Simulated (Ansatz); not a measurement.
Two isomers of CH6AlNSi: A = `[AlH2]/[N]=C\[SiH3]`, B = `C[SiH]1[NH][AlH]1`.

Isolated molecules relaxed with PBE0-D4/def2-TZVP in Ansatz; ΔE leaves out vibrations. CBS: MP2 limit from def2 TZ/QZ plus the TZ coupled-cluster correction, frozen cores. DFT in def2-TZVPP.

**Question.** Which isomer does CCSD(T)/CBS put lower? Give the gap. (An estimate is asked.)

**Answer.** Computed: B, by 27.1 kcal/mol.

**Question.** Give E(B) − E(A) in kcal/mol with ωB97M-V, PBE-D4, r2SCAN-D4, CCSD(T)/def2-TZVPP, BLYP-D4, PBE0-D4, LDA (SPW92). (Estimate.)

**Answer.** The calculation gave: ωB97M-V -26.5, PBE-D4 -28.6, r2SCAN-D4 -28.9, CCSD(T)/def2-TZVPP -25.7, BLYP-D4 -19.5, PBE0-D4 -30.4, LDA (SPW92) -34.4. None reverses the order clearly.

**Question.** Does the order hold for the free energy at 298.15 K (harmonic terms from PBE0-D4)? (An estimate is asked.)

**Answer.** The calculation gave: Yes: G(B) − G(A) = -20.0 kcal/mol.

Largest T1 diagnostic: 0.015.

In def2-TZVPP, CCSD(T) changes the Hartree–Fock value by −9.8 kcal/mol (the triples alone add −0.7 kcal/mol) and MP2 by −12.9 kcal/mol. At CCSD(T), def2-SVP lies +9.4 kcal/mol from the extrapolated value and def2-TZVPP +1.5 kcal/mol.
